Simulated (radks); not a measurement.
Charge is removed step by step from the 6s1/2 level of the gadolinium ion Gd+, starting from [Xe] 4f7 5d1 6s1. All-electron calculation, Dirac Kohn-Sham, LDA (Slater exchange, Perdew-Wang correlation), spin-unpolarised, spherical densities, finite nucleus; open shells fill j = l - 1/2 first; Fermi nuclear charge, rms radius 5.1569 fm. Program: a radial shooting solver on a logarithmic mesh with Libxc functionals.

removed (e) = 0: E - E(0) (eV) 0.000; eigenvalue (eV) -9.510; E minus straight line (eV) 0.000
removed (e) = 0.125: E - E(0) (eV) 1.232; eigenvalue (eV) -10.208; E minus straight line (eV) -0.309
removed (e) = 0.25: E - E(0) (eV) 2.552; eigenvalue (eV) -10.912; E minus straight line (eV) -0.531
removed (e) = 0.375: E - E(0) (eV) 3.961; eigenvalue (eV) -11.621; E minus straight line (eV) -0.665
removed (e) = 0.5: E - E(0) (eV) 5.458; eigenvalue (eV) -12.333; E minus straight line (eV) -0.709
removed (e) = 0.625: E - E(0) (eV) 7.044; eigenvalue (eV) -13.045; E minus straight line (eV) -0.665
removed (e) = 0.75: E - E(0) (eV) 8.719; eigenvalue (eV) -13.756; E minus straight line (eV) -0.531
removed (e) = 0.875: E - E(0) (eV) 10.483; eigenvalue (eV) -14.461; E minus straight line (eV) -0.309
removed (e) = 1: E - E(0) (eV) 12.334; eigenvalue (eV) -15.151; E minus straight line (eV) 0.000

Removing the whole electron costs 12.334 eV by Delta-SCF, against 9.510 eV from minus the eigenvalue at the starting occupation. Slater's transition state (half an electron removed) gives 12.333 eV. Integrating minus the eigenvalue over the occupation (Janak's theorem) gives 12.334 eV. The mean slope of the eigenvalue, de/dn, is 5.64 eV per electron. Ionisation energy of Gd+ in the NIST Atomic Spectra Database: 12.08 eV (semi-empirical).

Beside tabulated values, note that spin-unpolarised runs miss the spin-polarisation part of the exchange energy of open shells.
